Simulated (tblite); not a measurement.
Species: C₆H₄ClO₂ (doublet state).
Z-matrix (Å and degrees, GFN2-xTB geometry), rows numbered from 1:
```
O 
C   1  1.3523
C   2  1.3953  1  120.46
C   3  1.3605  2  118.02  1   179.99
C   4  1.3615  3  125.09  2     0.00
Cl  5  1.7268  4  123.19  3   179.99
C   5  1.3975  4  117.38  3    -0.01
C   7  1.3828  5  119.69  4    -0.02
O   8  1.3739  2  116.12  1     0.07
H   1  0.9680  2  108.03  3   179.94
H   3  1.0776  2  119.19  1    -0.04
H   7  1.0807  5  119.45  4  -179.99
H   9  0.9631  8  109.69  2   179.81
```

Method: GFN2-xTB as coded in tblite; computed harmonic values from a numerical Hessian at the method's own geometry, unscaled. Errors from tens to a few hundred cm⁻¹ against measured bands are possible. One conformer, not necessarily the lowest. Open shells enter through the occupations alone, without spin polarisation, and single modes of such species can be off by tens of per cent.

Q: How many normal modes are there?

A: 13 atoms, non-linear: 3N − 6 = 33.

Q: What is the point group of the computed structure, and how do the modes divide by symmetry?

A: Cs. The vibrations span 23 a′ + 10 a″.

Q: How many distinct wavenumbers does the calculation give?

A: 33: Cs has no degenerate species.

Q: How many fundamentals are allowed in the infrared by symmetry?

A: 33 of 33: in Cs every mode is allowed. All fundamentals are allowed in the Raman spectrum.

Q: What zero-point energy do the modes add up to?

A: ½Σν̃ = 18142 cm⁻¹ = 217.0 kJ/mol (33 modes); those above 1550 cm⁻¹ give 88.5 kJ/mol of it.

Q: How far is the lowest real mode excited at 298.15 K, as a harmonic oscillator?

A: 109.8 cm⁻¹ is a vibrational temperature θ of 158 K. The population of v = 1 over v = 0 is exp(−θ/T) = 0.59, and the mean quantum number is 1.4.
